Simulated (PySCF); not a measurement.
Atom-mapped SMILES (the numbers label the heavy atoms): `[CH3:1][NH:2][SiH2:3][SH:4]`; H(Xn) means a hydrogen on atom n.

Geometry: PBE0-D3(BJ)/def2-SVP; GIAO shifts from PySCF 2.14.0 with density-fitted response routines, gas phase, non-relativistic, averaged over equivalent atoms.

At PBE0/6-311+G(2d,p) (166 basis functions, 12 s wall time on 1 thread of an Arm Neoverse V1, shared host):
| atoms | δ (ppm) |
| --- | --- |
| C1 | 30.7 |
| N2 | 30.7 |
| Si3 | -19.5 |
| S4 | -176.9 |
| H(Si3) | 5.54 |
| H(C1) | 2.67 |
| H(S4) | 0.55 |
| H(N2) | -0.11 |

Scale: ¹³C (σ = 186.44 ppm) and ²⁹Si (σ = 344.43 ppm) and ¹H (σ = 31.51 ppm) vs TMS; NH3 for ¹⁵N (σ = 261.88 ppm); ³³S (σ = 507.15 ppm) against CS2 (reference shieldings calculated alike).

Q: What do these become at HF/pcSseg-2?

A: 
| atoms | δ at HF/pcSseg-2 | change |
| --- | --- | --- |
| C1 | 29.7 | -1.0 |
| N2 | 13.4 | -17.3 |
| Si3 | -24.3 | -4.8 |
| S4 | -194.4 | -17.5 |
| H(Si3) | 4.68 | -0.86 |
| H(C1) | 2.54 | -0.13 |
| H(S4) | 0.65 | +0.10 |
| H(N2) | 0.06 | +0.17 |

Shifts are taken against calculated references (same method and geometry level): ¹³C (σ = 191.47 ppm), ²⁹Si (σ = 382.96 ppm), ¹H (σ = 31.68 ppm) vs TMS; ¹⁵N (σ = 260.75 ppm) vs NH3; ³³S (σ = 522.21 ppm) vs CS2.

The largest change is at S4 (sulfur bonded to Si, H). Cost: 256 basis functions, 16 s wall time on 1 thread of an Arm Neoverse V1, shared host.

Experimental scales use liquid or dissolved standards, which lie at an offset from isolated NH3 (liquid NH3: subtract about 20 ppm).
